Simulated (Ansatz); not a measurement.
Job for Ansatz (an electronic-structure program): R-SVWN5/def2-TZVPP on HCl (SMILES Cl).

Ansatz 0.2 input:
```yaml
crystal:
  periodic: [false, false, false]
  atoms:
    - {symbol: Cl, position_ang: [-0.00000000, -0.00000000, 0.64100645]}
    - {symbol: H, position_ang: [0.00000000, 0.00000000, -0.64100645]}
basis:
  gaussian:
    orbitals: def2-TZVPP
hamiltonian:
  xc: {name: SVWN5}
scf: {lower_state_search: off}
```

Output:

```
WARN ansatz: RAYON_NUM_THREADS=4 ignored (pool sized by the plan → 4); use --threads N
Functional definition: SVWN5
these checks for a lower state are left out or cut short: stability, starts, cluster_reference, orbital_swaps, neighbouring_geometries, increment
integrals: 0.01 GiB planned
353 factors; their error is unknown
mean field: 0.13 GiB planned
mean field evaluation 1: about -12498.3810 eV, gradient 1.2e1 eV
mean field evaluation 2: about -12498.3342 eV, gradient 1.5e1 eV
mean field evaluation 4: about -12498.7380 eV, gradient 5.0e-1 eV
mean field evaluation 8: about -12498.7298 eV, gradient 6.8e-4 eV
mean field -12498.72977112 eV, -459.3198471452 hartree, gradient 8.8e-7 eV, S^2 0.000000; 0 other end points of the search recorded, 0 dependent functions left out
reference -12498.72979053 eV, -459.3198478588 hartree; 9, 9 occupied and 47, 47 virtual orbitals, 353 factors
Total energy: -12498.72979053 eV, -459.3198478588 hartree
Checks for a lower state left out: stability, starts, cluster_reference, orbital_swaps, neighbouring_geometries, increment
```

The run converged.

Cost: very roughly 0.22 core-seconds.
